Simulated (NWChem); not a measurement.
All runs are NWChem calculations. System: F₃In, charge 0, spin multiplicity 1, at a geometry optimised with PBE/def2-SVP with def2 effective core potentials on In. The structure started from a generated list of species. Level: G0W0@PBE/def2-TZVP with def2 effective core potentials on In, RI basis def2-tzvp-rifit, no spin-orbit coupling.

Input file:

```
start mol
memory heap 200 mb stack 700 mb global 1700 mb
geometry units angstroms nocenter noautoz
  In     0.000000     0.000000     0.000059
  F      0.000000     0.000000     1.958317
  F     -1.695773     0.000000    -0.979320
  F      1.695773     0.000000    -0.979320
  symmetry group C2v
end
basis spherical
  * library def2-tzvp
end
ecp
  In library def2-ecp
end
basis "ri basis" bse spherical
  * library def2-tzvp-rifit
end
dft
  xc xpbe96 cpbe96
  iterations 100
  direct
  tolerances tight
end
task dft energy
gw
  states alpha occ 4 vir 2
end
task dft gw
```

Output (cleaned and shortened):

```
             Northwest Computational Chemistry Package (NWChem) 7.3.0
             --------------------------------------------------------

                                NWChem Input Module
                                -------------------

 Scaling coordinates for geometry "geometry" by  1.889725989
 (inverse scale =  0.529177249)

 Turning off AUTOSYM since
 SYMMETRY directive was detected!

                             Geometry "geometry" -> ""
                             -------------------------

 Output coordinates in angstroms (scale by  1.889725989 to convert to a.u.)

  No.       Tag          Charge          X              Y              Z
 ---- ---------------- ---------- -------------- -------------- --------------
    1 In                  49.0000     0.00000000     0.00000000     0.00005900
    2 F                    9.0000     0.00000000     0.00000000     1.95831700
    3 F                    9.0000    -1.69577300     0.00000000    -0.97932000
    4 F                    9.0000     1.69577300     0.00000000    -0.97932000

 Effective nuclear repulsion energy (a.u.)     395.4225226348

            Nuclear Dipole moment (a.u.)
            ----------------------------
        X                 Y               Z
 ---------------- ---------------- ----------------
     0.0000000000     0.0000000000    -0.0000302356

      Symmetry information
      --------------------

 Group name             C2v
 Group number             16
 Group order               4
 No. of unique centers     3

      Symmetry unique atoms

     1    2    3


 Summary of "ao basis" -> "" (spherical)
 ------------------------------------------------------------------------------
       Tag                 Description            Shells   Functions and Types
 ---------------- ------------------------------  ------  ---------------------
 *                         def2-tzvp                  on all atoms

 Summary of "ri basis" -> "" (spherical)
 ------------------------------------------------------------------------------
       Tag                 Description            Shells   Functions and Types
 ---------------- ------------------------------  ------  ---------------------
 *                      def2-tzvp-rifit               on all atoms

  pbe96 is a nonlocal functional; adding pw91lda local functional.

                                 NWChem DFT Module
                                 -----------------

 Summary of "ao basis" -> "ao basis" (spherical)
 ------------------------------------------------------------------------------
       Tag                 Description            Shells   Functions and Types
 ---------------- ------------------------------  ------  ---------------------
 In                        def2-tzvp                16       50   6s5p3d2f
 F                         def2-tzvp                11       31   5s3p2d1f

 Summary of "ao basis" -> "ao basis" (spherical)
 ------------------------------------------------------------------------------
       Tag                 Description            Shells   Functions and Types
 ---------------- ------------------------------  ------  ---------------------
 In                        def2-tzvp                16       50   6s5p3d2f
 F                         def2-tzvp                11       31   5s3p2d1f

      Symmetry analysis of basis
      --------------------------

        a1         56
        a2         18
        b1         40
        b2         29

            General Information
            -------------------
          SCF calculation type: DFT
          Wavefunction type:  closed shell.
          No. of atoms     :     4
          No. of electrons :    48
           Alpha electrons :    24
            Beta electrons :    24
          Charge           :     0
          Spin multiplicity:     1
          Use of symmetry is: on ; symmetry adaption is: on
          Maximum number of iterations: 100
          This is a Direct SCF calculation.
          AO basis - number of functions:   143
                     number of shells:    49
          Convergence on energy requested:  1.00D-06
          Convergence on density requested:  1.00D-05
          Convergence on gradient requested:  5.00D-04

              XC Information
              --------------
          PerdewBurkeErnzerhof Exchange Functional  1.000
            Perdew 1991 LDA Correlation Functional  1.000 local
           PerdewBurkeErnz. Correlation Functional  1.000 non-local

             Grid Information
             ----------------
          Grid used for XC integration:  medium
          Radial quadrature: Mura-Knowles
          Angular quadrature: Lebedev.
          Tag              B.-S. Rad. Rad. Pts. Rad. Cut. Ang. Pts.
          ---              ---------- --------- --------- ---------
          In                  1.55      123           9.0       590
          F                   0.50       49           8.0       434
          Grid pruning is: on
          Number of quadrature shells:   221
          Spatial weights used:  Erf1

          Convergence Information
          -----------------------
          Convergence aids based upon iterative change in
          total energy or number of iterations.
          Levelshifting, if invoked, occurs when the
          HOMO/LUMO gap drops below (HL_TOL):  1.00D-02
          DIIS, if invoked, will attempt to extrapolate
          using up to (NFOCK): 10 stored Fock matrices.

                    Damping( 0%)  Levelshifting(0.5)       DIIS
                  --------------- ------------------- ---------------
          dE  on:    start            ASAP                start
[...]
 HOMO         =      -0.620954
 LUMO         =      -0.174818

      Symmetry analysis of molecular orbitals - initial
      -------------------------------------------------

  Numbering of irreducible representations:

     1 a1          2 a2          3 b1          4 b2

  Orbital symmetries:

     1 a1          2 a1          3 b1          4 a1          5 a1
     6 b1          7 b2          8 a1          9 a1         10 b1
    11 b1         12 a1         13 a1         14 b2         15 a2
    16 a1         17 a1         18 b1         19 b2         20 b1
    21 a2         22 b2         23 a1         24 b1         25 a1
    26 b2         27 b1         28 a1         29 b2         30 b1
    31 a1         32 a1         33 a1         34 a2

   convergence    iter        energy       DeltaE   RMS-Dens  Diis-err    time
 ---------------- ----- ----------------- --------- --------- ---------  ------
 d= 0,ls=0.0,diis     1   -489.3849108583 -6.81D+02  3.11D-02  1.94D+00     3.7
 d= 0,ls=0.0,diis     2   -488.0445379352  1.34D+00  1.88D-02  1.72D+01     6.2
 d= 0,ls=0.0,diis     3   -489.6005491201 -1.56D+00  1.38D-03  2.82D-02     8.6
 d= 0,ls=0.0,diis     4   -489.6032792417 -2.73D-03  2.77D-04  2.77D-03    11.0
 d= 0,ls=0.0,diis     5   -489.6034660969 -1.87D-04  9.18D-05  1.12D-04    13.4
 d= 0,ls=0.0,diis     6   -489.6034752360 -9.14D-06  1.62D-05  1.15D-05    15.8
 d= 0,ls=0.0,diis     7   -489.6034756356 -4.00D-07  8.78D-06  5.75D-06    18.2

         Total DFT energy =     -489.603475635611
      One electron energy =    -1134.773105421341
           Coulomb energy =      501.917458644484
    Exchange-Corr. energy =      -47.878531320546
 Nuclear repulsion energy =      191.130702461792

 Numeric. integr. density =       48.000012723642

     Total iterative time =     16.9s

                  Occupations of the irreducible representations
                  ----------------------------------------------

                     irrep           alpha         beta
                     --------     --------     --------
                     a1               11.0         11.0
                     a2                2.0          2.0
                     b1                7.0          7.0
                     b2                4.0          4.0

                       DFT Final Molecular Orbital Analysis
                       ------------------------------------

 Vector   22  Occ=2.000000D+00  E=-3.405365D-01  Symmetry=b1
              MO Center=  9.1D-13, -3.3D-17,  1.7D-02, r^2= 4.2D+00
   Bfn.  Coefficient  Atom+Function         Bfn.  Coefficient  Atom+Function
  ----- ------------  ---------------      ----- ------------  ---------------
    56      0.294327  2 F  px                89      0.252059  3 F  pz
   120     -0.252059  4 F  pz                59      0.232264  2 F  px
    92      0.198881  3 F  pz               123     -0.198881  4 F  pz
    62      0.170518  2 F  px                95      0.146027  3 F  pz
   126     -0.146027  4 F  pz                87     -0.144306  3 F  px

 Vector   23  Occ=2.000000D+00  E=-3.377426D-01  Symmetry=b1
              MO Center=  6.0D-11,  6.3D-16,  6.3D-01, r^2= 3.8D+00
   Bfn.  Coefficient  Atom+Function         Bfn.  Coefficient  Atom+Function
  ----- ------------  ---------------      ----- ------------  ---------------
    56      0.368346  2 F  px                59      0.294764  2 F  px
    87      0.221670  3 F  px               118      0.221670  4 F  px
    62      0.209500  2 F  px                25      0.192184  1 In d  1
    90      0.177583  3 F  px               121      0.177583  4 F  px
    93      0.116332  3 F  px               124      0.116332  4 F  px

 Vector   24  Occ=2.000000D+00  E=-3.377274D-01  Symmetry=a1
              MO Center= -6.1D-11,  1.8D-15, -6.4D-01, r^2= 3.8D+00
   Bfn.  Coefficient  Atom+Function         Bfn.  Coefficient  Atom+Function
  ----- ------------  ---------------      ----- ------------  ---------------
    89      0.320489  3 F  pz               120      0.320489  4 F  pz
    92      0.256522  3 F  pz               123      0.256522  4 F  pz
    95      0.179043  3 F  pz               126      0.179043  4 F  pz
    58      0.170475  2 F  pz                24      0.166384  1 In d  0
    61      0.136705  2 F  pz                26     -0.096061  1 In d  2

 Vector   25  Occ=0.000000D+00  E=-1.722232D-01  Symmetry=a1
              MO Center=  5.6D-16, -1.3D-14,  1.7D-04, r^2= 3.3D+00
   Bfn.  Coefficient  Atom+Function         Bfn.  Coefficient  Atom+Function
  ----- ------------  ---------------      ----- ------------  ---------------
     5      0.643419  1 In s                  6      0.618075  1 In s
     2      0.597640  1 In s                  1     -0.440209  1 In s
     3     -0.377523  1 In s                  4     -0.224266  1 In s
    58      0.198945  2 F  pz                87     -0.172257  3 F  px
   118      0.172257  4 F  px                61      0.162557  2 F  pz

 Vector   26  Occ=0.000000D+00  E=-8.799651D-02  Symmetry=b2
              MO Center= -5.9D-15,  1.4D-14,  9.8D-05, r^2= 4.0D+00
   Bfn.  Coefficient  Atom+Function         Bfn.  Coefficient  Atom+Function
  ----- ------------  ---------------      ----- ------------  ---------------
    17      0.562925  1 In py                14      0.409783  1 In py
    11     -0.333496  1 In py                20      0.244791  1 In py
    57     -0.122366  2 F  py                88     -0.122370  3 F  py
   119     -0.122370  4 F  py                63     -0.105468  2 F  py
    94     -0.105467  3 F  py               125     -0.105467  4 F  py

 Vector   27  Occ=0.000000D+00  E=-1.743093D-03  Symmetry=b1
              MO Center=  8.5D-11, -3.8D-15,  2.4D-01, r^2= 8.5D+00
   Bfn.  Coefficient  Atom+Function         Bfn.  Coefficient  Atom+Function
  ----- ------------  ---------------      ----- ------------  ---------------
    19      0.847699  1 In px                13      0.239009  1 In px
    16      0.218882  1 In px                10     -0.192448  1 In px
    86      0.160574  3 F  s                117     -0.160574  4 F  s
    56     -0.115437  2 F  px                85      0.103104  3 F  s
   116     -0.103104  4 F  s                 62     -0.098821  2 F  px

 center of mass
 --------------
 x =   0.00000000 y =   0.00000000 z =   0.00000707

 moments of inertia (a.u.)
 ------------------
         390.319009552282           0.000000000000           0.000000000000
           0.000000000000         780.512596104858           0.000000000000
           0.000000000000           0.000000000000         390.193586552576

     Multipole analysis of the density
     ---------------------------------

     L   x y z        total         alpha         beta         nuclear
     -   - - -        -----         -----         ----         -------
     0   0 0 0     -0.000000    -24.000000    -24.000000     48.000000

     1   1 0 0      0.000000      0.000000      0.000000      0.000000
     1   0 1 0     -0.000000     -0.000000     -0.000000      0.000000
     1   0 0 1      0.000223      0.001688      0.001688     -0.003152

     2   2 0 0    -32.836880   -108.840494   -108.840494    184.844107
     2   1 1 0     -0.000000     -0.000000     -0.000000      0.000000
     2   1 0 1     -0.000000     -0.000000     -0.000000      0.000000
     2   0 2 0    -23.861084    -11.930542    -11.930542      0.000000
     2   0 1 1      0.000000      0.000000      0.000000      0.000000
     2   0 0 2    -32.840435   -108.871979   -108.871979    184.903522

 Task  times  cpu:       18.3s     wall:       18.3s

                                NWChem Input Module
                                -------------------

                                 NWChem GW Module
                                 ----------------

                             ***********************
                             ***        GW       ***
                             ***********************

 Summary of "ri basis" -> "ri basis" (spherical)
 ------------------------------------------------------------------------------
       Tag                 Description            Shells   Functions and Types
 ---------------- ------------------------------  ------  ---------------------
 In                     def2-tzvp-rifit             38      184   9s8p8d6f4g3h
 F                      def2-tzvp-rifit             22       76   8s6p4d3f1g

                 Memory Information
                 ------------------
          Available GA per process is          1699.8 MBs
          Available stack per process is        700.0 MBs
          Available heap per process is           0.0 MBs

          Peak memory in Initialization
              Peak GA per process is                 13.1 MBs
              Peak stack per process is               0.2 MBs
              Peak heap per process is               13.7 MBs
              Memory not in MA per process            0.0 MBs

          Peak memory in AFF Calculation
              Peak GA per process is                 82.7 MBs
              Peak stack per process is              62.2 MBs
              Peak heap per process is                0.0 MBs
              Memory not in MA per process           62.2 MBs

          Computing 2-center integrals
          Computing Inverse Cholesky factor
          Computing 3-center integrals
          Computing V_xc ...

          Computing Sigma_x
          Computing RPA polarizability
          Solving quasiparticle equations

                  Alpha Orbitals
          State     Energy (eV)     Error (eV)
          -----------------------------------
@GW        21        -12.601           0.002
@GW        22        -12.640           0.002
@GW        23        -12.543           0.002
@GW        24        -12.542           0.002
@GW        25         -1.446           0.002
@GW        26          0.219           0.002

   Applying  -3.3520 eV scissor-shift to rest of particle states

   Applying   3.2408 eV scissor-shift to rest of hole states

     GW Timing Statistics
   ------------------------
   Init.   :          0.3s
     ERIs  :          2.7s
     Distr.:          0.0s
     Vxc   :          0.2s
   Sigma_x :          0.0s
   RPA     :          6.9s
   Wmn     :          0.1s
   Sigma_c :          0.1s
   GW total:         10.4s

 Task  times  cpu:       10.4s     wall:       10.4s

 Total times  cpu:       28.6s     wall:       28.6s
```
